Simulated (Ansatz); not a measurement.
Breaking the O3–H4 bond in FHOPb (SMILES [OH][Pb][F]) (multiplicity 1 held, fragments rigid). Energies count from the point at 0.966 Å.
Geometry at that point (charge 0, multiplicity 1):
| atom | x (Å) | y (Å) | z (Å) |
|---|---|---|---|
| Pb | 0.1198 | 0.0251 | 0.2337 |
| F | -0.2989 | 1.3526 | -1.3024 |
| O | -0.7528 | -1.6071 | -0.7309 |
| H | -1.1147 | -1.3712 | -1.5949 |

Restricted levels (R-, RO-) in cc, def2 and unpolarised 6-31G sets keep to the state of the molecule at rest. Active spaces are followed from a long bond inwards. Curves can end on different states.

Frozen-core correlation. Filled d and f shells under p-block atoms count as core.

The values were computed with Ansatz (Gaussian basis) for Hartree–Fock, density functionals and correlated methods. Each number belongs to the level named beside it. In def2 rows elements past Kr take small-core potentials, without spin–orbit coupling.

Problem. Predict the energy at R = 3.091 Å from R-B3LYP/def2-TZVPP.

Solution. 164.0 kcal/mol

Problem. What is the computed energy at R = 3.091 Å (FIC-MRCISD+Q on CASSCF(4,3)/def2-TZVPP)?

Solution. 121.6 kcal/mol

Doubts at one or more of the structures used: a restricted determinant that unrestricted orbitals would lower (R-B3LYP/def2-TZVPP); active orbitals that take no part (FIC-MRCISD+Q on CASSCF(4,3)/def2-TZVPP).

Ansatz is an electronic-structure program.
